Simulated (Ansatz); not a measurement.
Consider the redistribution: `CSB(F)F` + `[OH][Al]([F])[Br]` → `CSB(O)F` + `[F][Al]([F])[Br]`.

Calculated with Ansatz (gas phase, PBE0-D4/def2-TZVP geometries, no zero-point term in ΔE). CCSD(T)/CBS adds triple-zeta CCSD(T) − MP2 to the extrapolated MP2 energy (def2 sets, frozen cores). DFT in def2-TZVPP. For Br outer-core shells are correlated without core-valence functions, which leaves a few kJ/mol of doubt a bond. Scalar relativity is left out up to krypton. Each species was taken in one conformer, which may not be the lowest.

| level | ΔE (kcal/mol) |
| --- | --- |
| PBE-D4 | -6.2 |
| MP2/def2-TZVPP | -6.8 |

Problem. What does CCSD(T)/CBS give? (Estimate.)

Solution. Computed: -7.2 kcal/mol. The listed levels differ from it by 1.0, 0.4 kcal/mol.

Largest T1 diagnostic among the species: 0.012.

At CCSD(T), def2-SVP lies −0.9 kcal/mol from the extrapolated value and def2-TZVPP +0.8 kcal/mol. Leaving LDA and LC-ωPBE aside and taking each functional with its dispersion term where it has one, the values, not all of them listed here, spread over 0.6 kcal/mol, from PBE-QIDH to r2SCAN-D4.
